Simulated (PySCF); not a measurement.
## `BC1=C/CB\C=C/C=C\1`, C7H10B2

Molfile (atoms numbered from 1):
```
C7H10B2
     RDKit          3D

 19 19  0  0  0  0  0  0  0  0999 V2000
    2.6837    0.5099    0.4676 B   0  0  0  0  0  0  0  0  0  0  0  0
    1.2716    0.2053   -0.0725 C   0  0  0  0  0  0  0  0  0  0  0  0
    0.8039   -1.0953   -0.0082 C   0  0  0  0  0  0  0  0  0  0  0  0
   -0.3453   -1.6379   -0.7176 C   0  0  0  0  0  0  0  0  0  0  0  0
   -1.0432   -1.3512    0.7014 B   0  0  0  0  0  0  0  0  0  0  0  0
   -1.8995   -0.1127    0.8029 C   0  0  0  0  0  0  0  0  0  0  0  0
   -1.8386    1.0493    0.0863 C   0  0  0  0  0  0  0  0  0  0  0  0
   -0.7733    1.5862   -0.6739 C   0  0  0  0  0  0  0  0  0  0  0  0
    0.5567    1.2688   -0.6964 C   0  0  0  0  0  0  0  0  0  0  0  0
    3.2707    1.4541    0.1039 H   0  0  0  0  0  0  0  0  0  0  0  0
    3.1737   -0.2109    1.2479 H   0  0  0  0  0  0  0  0  0  0  0  0
    1.4210   -1.8095    0.5224 H   0  0  0  0  0  0  0  0  0  0  0  0
   -0.2451   -2.6808   -0.9936 H   0  0  0  0  0  0  0  0  0  0  0  0
   -0.6991   -1.0251   -1.5384 H   0  0  0  0  0  0  0  0  0  0  0  0
   -1.0432   -2.1824    1.5281 H   0  0  0  0  0  0  0  0  0  0  0  0
   -2.7730   -0.1891    1.4461 H   0  0  0  0  0  0  0  0  0  0  0  0
   -2.6933    1.7182    0.1498 H   0  0  0  0  0  0  0  0  0  0  0  0
   -1.0320    2.5012   -1.1982 H   0  0  0  0  0  0  0  0  0  0  0  0
    1.1946    2.0112   -1.1649 H   0  0  0  0  0  0  0  0  0  0  0  0
  1  2  1  0
  2  3  2  0
  3  4  1  0
  4  5  1  0
  5  6  1  0
  6  7  2  0
  7  8  1  0
  8  9  2  0
  9  2  1  0
  1 10  1  0
  1 11  1  0
  3 12  1  0
  4 13  1  0
  4 14  1  0
  5 15  1  0
  6 16  1  0
  7 17  1  0
  8 18  1  0
  9 19  1  0
M  END
```

Theory: GIAO BHandHLYP/pcSseg-1 magnetisability, rotational g tensor and spin-rotation constants, non-relativistic, gas phase (PySCF). Geometry: GFN2-xTB.

Give the nuclear spin-rotation constants along the inertial axes (H = +C I·J) beside the isotropic shieldings.

Rotational constants 2.4138, 1.6948, 1.1876 GHz. A star marks the isotopologue with that one atom substituted, in its own axes.
```tsv
atom	isotope	Caa (kHz)	Cbb (kHz)	Ccc (kHz)	mean (kHz)	σ (ppm)
B1	11B	0.949	0.598	0.313	0.620	31.1
B5	11B	0.491	0.471	0.311	0.424	76.8
H10	1H	-0.047	0.041	-0.104	-0.037	25.1
H11	1H	-0.153	0.015	-0.039	-0.059	25.3
H12	1H	-0.143	0.041	-0.089	-0.064	25.3
H13	1H	-0.260	0.045	-0.078	-0.098	27.6
H14	1H	-0.250	-0.063	-0.129	-0.147	33.3
H15	1H	-0.227	0.032	-0.056	-0.084	27.5
H16	1H	0.150	-0.166	-0.039	-0.018	23.4
H17	1H	0.072	-0.036	-0.105	-0.023	23.9
H18	1H	-0.240	0.121	-0.077	-0.066	24.6
H19	1H	-0.046	0.018	-0.088	-0.038	23.9
C2	13C*	1.069	0.871	0.194	0.711	17.1
C3	13C*	0.846	0.702	0.285	0.611	41.5
C4	13C*	0.422	0.458	0.140	0.340	138.6
C6	13C*	1.087	0.710	0.309	0.702	14.4
C7	13C*	1.180	0.636	0.195	0.670	35.9
C8	13C*	0.824	0.735	0.225	0.594	50.3
C9	13C*	0.950	0.746	0.205	0.634	41.3
```
For the geometry as given, no vibrational averaging.
